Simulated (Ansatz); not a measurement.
Basis sets compared for Ge(OH)H3 (GeOH₄). Charge 0, multiplicity 1. Geometry PBE-D4/def2-TZVP. Ansatz on 4 threads of Arm Neoverse V2 on a shared host; times are rough, and most runs start from earlier orbitals.

Cartesian coordinates in Å:
```
Ge -0.249 0.073 -0.361
O 0.805 0.354 1.080
H 1.029 -0.485 1.515
H -1.574 -0.611 0.073
H 0.487 -0.821 -1.394
H -0.498 1.490 -0.914
```

Binding counts from free atoms (Ge triplet, O triplet, H doublet) in the same basis, without a counterpoise term.

```json
{"level": "PBE-D4/def2-SVP", "functions": "66", "energy (Eh)": "-2153.9080", "HOMO (eV)": "-6.50", "LUMO (eV)": "-0.52", "binding per atom (eV)": "2.98", "wall time": "0.4 s"}
{"level": "PBE-D4/def2-TZVP", "functions": "103", "energy (Eh)": "-2154.2705", "HOMO (eV)": "-6.79", "LUMO (eV)": "-0.85", "binding per atom (eV)": "3.00", "wall time": "0.45 s"}
{"level": "r2SCAN-D4/def2-TZVP", "functions": "103", "energy (Eh)": "-2154.6240", "HOMO (eV)": "-7.17", "LUMO (eV)": "-0.42", "binding per atom (eV)": "3.00", "wall time": "1 s"}
{"level": "PBE0-D4/def2-SVP", "functions": "66", "energy (Eh)": "-2153.9671", "HOMO (eV)": "-8.20", "LUMO (eV)": "0.38", "binding per atom (eV)": "2.93", "wall time": "0.5 s"}
{"level": "PBE0-D4/def2-TZVP (with forces)", "functions": "103", "energy (Eh)": "-2154.3271", "HOMO (eV)": "-8.41", "LUMO (eV)": "0.04", "binding per atom (eV)": "2.94", "wall time": "0.85 s"}
```

Problem. Estimate the rows for PBE-D4/def2-TZVPD, r2SCAN-D4/def2-TZVPD, PBE0-D4/def2-TZVPD.

Solution. 
```tsv
level	functions	energy (Eh)	HOMO (eV)	LUMO (eV)	binding per atom (eV)	wall time
PBE-D4/def2-TZVPD	130	-2154.2730	-6.88	-1.16	3.00	0.7 s
r2SCAN-D4/def2-TZVPD	130	-2154.6261	-7.23	-0.65	3.01	1.4 s
PBE0-D4/def2-TZVPD	130	-2154.3293	-8.46	-0.36	2.95	0.8 s
```
